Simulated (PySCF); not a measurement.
Gas-phase reaction: SnBr4 + 4 SnF3 ⇌ 3 SnF4 + 2 SnBr2. Level: ωB97X-V/def2-TZVP†; standard pressure 1 bar.

Computed with PySCF and rigid-rotor harmonic-oscillator thermochemistry at 1 bar. † marks an energy on the PBE0/def2-TZVP geometry and frequencies. Open shells (unrestricted): SnF3 (multiplicity 2); the rest are closed-shell singlets. Sn: scalar-relativistic def2 core potential, no spin-orbit coupling. Br: all electrons, no relativistic terms. SnF3: computed as isolated molecules; such fragments, hydroxides, amides, oligomers or adducts are transient or little studied in the gas. The harmonic model lacks anharmonicity and excited electronic states, which grow with temperature; levels with a mode under 35 cm⁻¹ are left out. Soft modes under 120 cm⁻¹ make the harmonic entropy rough for SnBr4, SnBr2.

```
T (K)  1000/T (1/K)  log10 K
-----  ------------  -------
1200         0.8333    11.13
1400         0.7143     9.16
1600         0.6250     7.67
1800         0.5556     6.52
2000         0.5000     5.60
2500         0.4000        ?
```

Question: Fit log10 K = a + b·(1000/T) to the five rows, get the mean ΔH° and ΔS°, and predict log10 K at 2500 K.

Answer: Means: 1000/T = 0.6456, log10 K = 8.016. Sums of products about the means: Sxy = 1.15663, Sxx = 0.069675, so b = Sxy/Sxx = 16.60 and a = 8.016 − (16.60)×0.6456 = -2.70.
ΔH° = −R ln 10 × 1000 K × b = −19.145 × (16.60) = -318 kJ; ΔS° = R ln 10 × a = -52 J/K. The run's own values go from -318 kJ and -52 J/K at 1200 K to -318 kJ and -52 J/K at 2500 K.
Prediction at 2500 K: -2.70 + (16.60)×0.4000 = 3.94. The computed value is 3.93, 0.01 from the line.
For scale, ΔH°(298 K) is -315 kJ at this level, -308 kJ at ωB97M-V/def2-TZVP†, and runs from -359 to -257 kJ over the 16 levels computed.
